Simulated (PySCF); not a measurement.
A structure optimised at PBE-D3(BJ)/def2-SVP, used in a PySCF frequency run:

```xyz
5

F      0.9930     0.9930    -0.9930
Ge     0.0000     0.0000     0.0000
F     -0.9930     0.9930     0.9930
F     -0.9930    -0.9930    -0.9930
F      0.9930    -0.9930     0.9930
```
Charge 0, spin multiplicity 1.

Q: Write its SMILES, formula and point group.

A: [F][Ge]([F])([F])[F], F4Ge, Td

Q: What are its rotational constants (standard atomic weights)?

A: 3.3720, 3.3720, 3.3720 GHz
